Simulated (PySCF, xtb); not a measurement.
Ge(F)(OH)2(NH2) (FGeH₄NO₂), SMILES [NH2][Ge]([OH])([OH])[F].

GFN2-xTB in xtb at its own geometry gives an orbital gap of 6.89 eV and a dipole moment of 1.42 D.

Geometry: PBE0-D3(BJ)/def2-SVP. One conformer was computed; it need not be the lowest.

**Question.** What does PBE/def2-TZVP (PySCF) give? (An estimate is asked for; the answer gives what the named calculation found.)

**Answer.** gap 5.60 eV (levels -6.72 and -1.12 eV), dipole 0.58 D.
